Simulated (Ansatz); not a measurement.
A nudged elastic band was laid between two geometries of BFGaH3O (7 atoms, charge 0, multiplicity 1).

Method: Ansatz, RKS r2SCAN-D4/def2-SVP.

| Quantity | Value |
| --- | --- |
| movable images | 5 |
| climbing image | yes |
| spring | 5.0 eV/Å² |
| optimiser | quadratic models (default) |
| start path | through a guess of the saddle point |
| force threshold | 0.2 eV/Å |
| iteration limit | 60 |
| end points | relaxed |

Image 0:

```xyz
7
Properties=species:S:1:pos:R:3
B -0.866 1.321 -0.093
Ga 0.084 -0.508 -0.012
O 1.812 -0.789 0.304
F -0.768 -2.036 -0.260
H -0.965 1.923 -1.132
H -1.344 1.816 0.897
H 2.047 -1.727 0.298
```

Image 6:

```xyz
7
Properties=species:S:1:pos:R:3
B -0.865 1.320 -0.093
Ga 0.083 -0.509 -0.014
O 1.811 -0.788 0.307
F -0.767 -2.037 -0.267
H -1.350 1.811 0.896
H -0.958 1.928 -1.130
H 2.046 -1.726 0.300
```

(1) What changes between the two ends?

(2) What energy profile does the band end with?

(3) What is the geometry of the highest image?

## Answers

(1) No bond is made or broken. The dihedral H6–B1–Ga2–F4 goes from 90 to -90°. The two ends are copies of one structure, up to a mirror image or an exchange of like atoms.

(2) The forces met the threshold. The highest image is number 3 of 0 to 6, 0.071 eV above the ends, which have the same energy within 2 meV. The threshold of 0.2 eV/Å is loose, so the images may lie well off the minimum-energy path. Another band between the same ends (5 images) ends at a top of the same energy, where a vibrational analysis finds 1 clearly imaginary mode.

```
image  path coordinate (Å)  energy (eV)  dihedral H6–B1–Ga2–F4 (°)
    0                 0.00        0.000                         90
    1                 0.64        0.020                        121
    2                 1.29        0.057                        151
    3                 1.93        0.071                        180
    4                 2.58        0.057                       -150
    5                 3.23        0.020                       -120
    6                 3.87        0.000                        -90
```

(3) 
```xyz
7
Properties=species:S:1:pos:R:3
B -0.877 1.329 -0.087
Ga 0.091 -0.510 -0.101
O 1.668 -0.840 0.661
F -0.527 -1.975 -0.866
H -1.947 1.484 -0.623
H -0.361 2.269 0.469
H 1.953 -1.757 0.547
```

Run time: 2.5 min on 2 threads of Arm Neoverse N1 (shared host), peak memory 0.15 GiB.
